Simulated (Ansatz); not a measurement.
Start from `CBS` and change one atom or group to get `CB(S)C[SiH3]`.

Ansatz, PBE0-D4/def2-TZVP geometries, multiplicity 1. Each molecule was computed in one conformer, which needn't be the lowest.

```tsv
property	`CBS`
size of the dipole moment (PBE/def2-TZVPP) / D	0.45
size of the dipole moment (ωB97M-V/def2-TZVPP) / D	0.53
LUMO energy (PBE0/def2-TZVPP) / eV	-0.76
LUMO energy (PBE/def2-TZVPP) / eV	-1.72
LUMO energy (ωB97M-V/def2-TZVPP) / eV	1.23
HOMO energy (PBE/def2-TZVPP) / eV	-6.94
```

**Question.** What does the change do to each property? (Best estimate.)

**Answer.** Ansatz gave: 
```
                                          property  `CB(S)C[SiH3]`  shift
    size of the dipole moment (PBE/def2-TZVPP) / D            1.20   0.75
size of the dipole moment (ωB97M-V/def2-TZVPP) / D            1.22   0.69
                LUMO energy (PBE0/def2-TZVPP) / eV           -0.57   0.19
                 LUMO energy (PBE/def2-TZVPP) / eV           -1.50   0.22
             LUMO energy (ωB97M-V/def2-TZVPP) / eV            1.38   0.15
                 HOMO energy (PBE/def2-TZVPP) / eV           -6.60   0.34
```

With PBE0 the HOMO rises by 0.34 eV and the LUMO rises by 0.19 eV, so the gap narrows by about 0.15 eV. PBE moves the HOMO by 0.34 eV and ωB97M-V by 0.35 eV. Dipoles are sizes alone; their direction can turn.
